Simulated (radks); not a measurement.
Values are calculated unless marked as measured or tabulated.
Task: All-electron atom: the holmium ion Ho2+ in [Xe] 4f11. Code: a radial shooting solver on a logarithmic mesh with Libxc functionals. Model: scalar-relativistic Kohn-Sham, PBE, spin-polarised, spherical densities, point nucleus; open shells are filled with parallel spins first (spin-orbit coupling, left out, can overturn this in heavy ions); hard spherical wall at 2.5 bohr. Some entries of the table are withheld. Estimate them.

| orbital | occ. | eigenvalue (hartree) | r(max) (bohr) | <1/r> (bohr^-1) |
|---|---|---|---|---|
| 1s down | 1 | -2039.470 | 0.01311 | 76.07 |
| 1s up | 1 | -2039.470 | 0.01311 | 76.07 |
| 2s up | 1 | -341.0204 | 0.07461 | 17.69 |
| 2s down | 1 | -341.0194 | 0.07461 | 17.69 |
| 2p up | 3 | -302.0694 | 0.06061 | 16.38 |
| 2p down | 3 | -302.0688 | 0.06061 | 16.38 |
| 3s up | 1 | -76.08953 | 0.2112 | 6.516 |
| 3s down | 1 | -76.04568 | 0.2112 | 6.518 |
| 3p up | 3 | -64.18936 | 0.2077 | 6.096 |
| 3p down | 3 | -64.14561 | 0.2077 | 6.099 |
| 3d up | 5 | -49.09610 | 0.1696 | 5.780 |
| 3d down | 5 | -49.06275 | 0.1696 | 5.783 |
| 4s up | 1 | -15.00519 | 0.4840 | 2.746 |
| 4s down | 1 | -14.90939 | 0.4839 | 2.745 |
| 4p up | 3 | -11.09594 | 0.5059 | 2.513 |
| 4p down | 3 | -11.00130 | 0.5058 | 2.512 |
| 4d up | 5 | -5.82146 | 0.5237 | 2.212 |
| 4d down | 5 | -5.72827 | 0.5237 | 2.210 |
| 5s up | 1 | -1.93939 | 1.142 | 1.064 |
| 5s down | 1 | -1.89162 | 1.147 | 1.058 |
| 5p up | 3 | -0.95773 | 1.281 | 0.9564 |
| 5p down | 3 | -0.91873 | 1.288 | 0.9511 |
| 4f up | 7 | -0.11094 | 0.5275 | 1.629 |
| 4f down | 4 | -0.02792 | 0.5288 | 1.616 |
| 5d up | 0 | 0.43671 | (1) | 0.8574 |
| 5d down | 0 | 0.46678 | (2) | 0.8542 |
| 6s up | 0 | 1.96130 | 1.887 | 0.9398 |
| 6s down | 0 | 1.99655 | 1.890 | 0.9412 |
| 6p up | 0 | 2.87360 | 1.940 | 0.9676 |
| 6p down | 0 | 2.91066 | 1.942 | 0.9682 |

Result: 
(1) 5d up r(max) (bohr): 1.501
(2) 5d down r(max) (bohr): 1.507
